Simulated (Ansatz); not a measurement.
Coupled-cluster diagnostics for the cluster Sn₂H, Ansatz.

Geometry of the doublet (r2SCAN-D4/def2-TZVP):

```
atom    x (Å)    y (Å)    z (Å)
 Sn1  -0.0197  -0.2789  -0.0742
 Sn2   0.1442   2.2145   0.5874
  H3  -0.1245  -1.9355  -0.5132
```

In the def2 sets Sn takes a core potential; there is no spin–orbit coupling. Correlated methods freeze 8 core orbitals; core or outer-core shells of Sn are correlated, in sets that lack core-valence functions. Another isomer (doublet) lies 0.58 eV lower at PBE0-D4/def2-TZVP; other spin states weren't run for this one.

Question: Estimate the CCSD(T) correlation energy, the shares of MP2 and (T), T1 and the reference's ⟨S²⟩ for: charge 0, doublet, own geometry in def2-TZVPP; and the rough time on 4 threads of Arm Neoverse V1 on a shared host.

Answer: 
```tsv
state	basis	correlation (eV)	MP2 share (%)	(T) share (%)	T1	⟨S²⟩ (pure)	wall time	remarks
charge 0, doublet, own geometry	def2-TZVPP	-16.766	95.9	3.7	0.050	1.38 (0.75)	73 s	large T1, spin-contaminated
```
Customary marks for T1 are 0.02 (closed shells), 0.045 (open shells) and about 0.05 (3d metals). T1 exceeds 0.02 in 1 of 1 rows and 0.045 in 1; the higher it lies, the less the single-reference result can be trusted.
